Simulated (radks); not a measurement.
Results of a calculation; reference values are marked as such.
Problem. All-electron atom: Pm2.5+ in [Kr] 4d10 4f(up 2.5, down 2.5) 5s2 6s(up 0.5, down 0.5) 5p(up 2.25, down 2.25) (fractional occupations, a model configuration). Level of theory: scalar-relativistic Kohn-Sham, PBE, spin-polarised, spherical densities, finite nucleus; Fermi nuclear charge, rms radius 4.962 fm (a radial shooting solver on a logarithmic mesh with Libxc functionals). Some entries of the table are withheld. Estimate them.

orbital  occ.  eigenvalue (hartree)  <1/r> (bohr^-1)  <r> (bohr)
1s          2             -1655.315              (1)     0.02318
2s          2             -269.9106            15.59     0.09896
2p          6             -241.1544            14.67     0.08710
3s          2             -59.56096            5.695      0.2605
3p          6             -50.52930            5.375      0.2587
3d         10             -38.14794              (2)         (3)
4s          2             -12.56801            2.385         (4)
4p          6              -9.60585            2.196      0.6281
4d         10              -5.42077            1.923      0.6886
5s          2              -2.42193           0.9346       1.415
5p        4.5              -1.68752           0.8018       1.626
4f          5                   (5)            1.348         (6)
6s          1              -0.71234           0.3854       3.318

Solution. 
(1) 1s <1/r> (bohr^-1): 67.42
(2) 3d <1/r> (bohr^-1): 5.102
(3) 3d <r> (bohr): 0.2362
(4) 4s <r> (bohr): 0.5931
(5) 4f eigenvalue (hartree): -0.97427
(6) 4f <r> (bohr): 0.9791
